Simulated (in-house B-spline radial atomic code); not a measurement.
Checks on a self-consistent run for Er3+, [Xe] 4f10 6p1. Method: Dirac-Hartree-Fock, average of configuration, Fermi nucleus of rms radius 5.2516 fm. Calculated with an all-electron radial atomic-structure program (B-spline basis).

```csv
orbital,q,ε (Eh),<1/r>,<r²>,small-component weight
1s1/2,2,-2126.95037,77.5396,0.000567825,0.064777
2s1/2,2,-363.37566,18.6648,0.00876522,0.014488
2p1/2,2,-345.35438,18.5954,0.00634575,0.014498
2p3/2,4,-311.58257,16.1425,0.00755962,0.013317
3s1/2,2,-84.84299,6.84716,0.0576151,0.0046906
3p1/2,2,-76.94874,6.74949,0.0534843,0.0046173
3p3/2,4,-69.72874,6.12711,0.0602193,0.0042904
3d3/2,4,-56.41009,5.994,0.0475883,0.0041468
3d5/2,6,-54.85115,5.84168,0.0494596,0.0040525
4s1/2,2,-19.14230,2.84492,0.290361,0.0014834
4p1/2,2,-15.92525,2.73448,0.303873,0.0014007
4p3/2,4,-14.27519,2.53239,0.338897,0.0012916
4d3/2,4,-8.93897,2.30828,0.38281,0.001108
4d5/2,6,-8.63200,2.25607,0.39699,0.0010753
5s1/2,2,-3.78975,1.08377,1.67412,0.00030935
5p1/2,2,-2.75500,0.979818,2.01907,0.00025983
5p3/2,4,-2.50831,0.911745,2.27304,0.0002318
4f5/2,4.2857,-2.25736,1.78833,0.627879,0.0007151
4f7/2,5.7143,-2.21043,1.76693,0.644486,0.0007017
6p1/2,0.33333,-0.85943,0.36431,12.8741,4.3365e-05
6p3/2,0.66667,-0.82651,0.348259,13.9764,4.0465e-05
```

Electron-electron repulsion V_ee = 4754.2153 hartree.

What total energy follows from the eigenvalues?

The eigenvalues count the repulsion twice, so E = Σqε - V_ee = -8335.986 - 4754.215 = -13090.202 hartree; the run printed -13090.202.

Does the Dirac virial theorem hold?

For a point nucleus E = -2c²Σq·w, with w the small-component weight. Here Σq·w = 0.34847 and c = 137.0360, so the ratio E/(-2c²Σq·w) is 1.000176; the finite nucleus accounts for the departure from 1.

What diamagnetic shielding (Lamb formula) and susceptibility (Langevin formula) do the radii give?

σ = (α²/3)Σq<1/r> = 474.844/(3·137.036²) = 8428.7 ppm, and χ = -0.79199×10⁻⁶·Σq<r²> = -34.79×10⁻⁶ cm³/mol with Σq<r²> = 43.93 bohr². Both are non-relativistic formulas without the paramagnetism of open shells; for so heavy an element the full relativistic shielding is larger by tens of per cent.
